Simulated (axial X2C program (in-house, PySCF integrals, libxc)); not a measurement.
## Spin–orbit effects down a group: molecules with Cs (ions), HF

Calculated with an axial X2C code built on PySCF integrals, spin-free (one-electron X2C) or two-component (2c: spin–orbit coupling with atomic mean-field Coulomb and Gaunt terms, which also bring small scalar terms), in Dyall basis sets with cores contracted in-house; open shells are unrestricted.

Basis sets: Cs dyall-cv3z, H dyall-v3z, Li dyall-cv3z, Na dyall-cv3z.

```csv
molecule,spin-free state,Re (Å),ωe (cm⁻¹),De (eV),2c state,Re 2c (Å),ωe 2c (cm⁻¹),De 2c (eV)
CsH⁺,"M_S = 1/2, Λ = 0",3.765,122.2,0.01,Ω = 1/2,3.766,122.1,0.01
LiCs⁺,"M_S = 1/2, Λ = 0",4.503,111.2,0.32,Ω = 1/2,4.502,111.3,0.32
NaCs⁺,"M_S = 1/2, Λ = 0",4.753,60.8,0.32,Ω = 1/2,4.752,60.9,0.32
```

Q: Work out the shifts from the spin-free to the two-component result.

A: 

```json
{"molecule": "CsH⁺", "2c state": "Ω = 1/2", "ΔRe (Å)": "0.001", "Δωe (cm⁻¹)": "-0.1", "ΔDe (eV)": "0.00"}
{"molecule": "LiCs⁺", "2c state": "Ω = 1/2", "ΔRe (Å)": "-0.001", "Δωe (cm⁻¹)": "0.1", "ΔDe (eV)": "0.00"}
{"molecule": "NaCs⁺", "2c state": "Ω = 1/2", "ΔRe (Å)": "-0.001", "Δωe (cm⁻¹)": "0.1", "ΔDe (eV)": "0.00"}
```

Shifts of one unit in the last digit are rounding.

Fragments in 2c: Cs+ + H, Cs+ + Li, Cs+ + Na. Each entry is the lowest single determinant of a limited PBE0 search at one distance. De goes to single-determinant-based atoms at the same level (for ions the charge split of lowest energy) and is withheld (n/a) where an atom does not fit its ground term or J level. Main or longest-lived isotopes.
